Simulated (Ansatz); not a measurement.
Reaction (redistribution): `N[SiH](O)Br` + `C[O][Zn][O][SiH3]` → `CO[SiH](O)Br` + `[NH2][Zn][O][SiH3]`

Computed with Ansatz on PBE0-D4/def2-TZVP structures; ΔE is electronic, products minus reactants. CBS: MP2 limit from def2 TZ/QZ plus the TZ coupled-cluster correction, frozen cores. Functionals use def2-TZVPP. B3LYP here is the variant with VWN-RPA as its local correlation; programs differ in this. For Br, Zn outer-core shells are correlated without core-valence functions, which leaves a few kJ/mol of doubt a bond. Scalar relativity is left out up to krypton. Each species was taken in one conformer, which may not be the lowest.

| level | ΔE (kJ/mol) | difference from CCSD(T)/CBS |
| --- | --- | --- |
| PBE-D4 | -36.2 | 1.7 |
| B3LYP-D4 | -37.9 | 0.0 |
| ωB97M-V | -39.1 | -1.2 |
| PBE | -35.0 | 2.9 |
| r2SCAN | -37.4 | 0.5 |
| SCS-MP2/def2-TZVPP | -39.1 | -1.2 |
| CCSD(T)/def2-TZVPP | -39.0 | -1.1 |
| HF/def2-QZVPP | -31.8 | 6.1 |
| SCS-MP2/def2-QZVPP | -37.9 | 0.0 |
| CCSD/CBS(def2) | -36.9 | 1.0 |
| CCSD(T)/CBS | -37.9 | 0 |

Largest T1 diagnostic among the species: 0.016.

In def2-TZVPP, CCSD(T) changes the Hartree–Fock value by −6.0 kJ/mol (the triples alone add −1.0 kJ/mol) and MP2 by −8.1 kJ/mol.
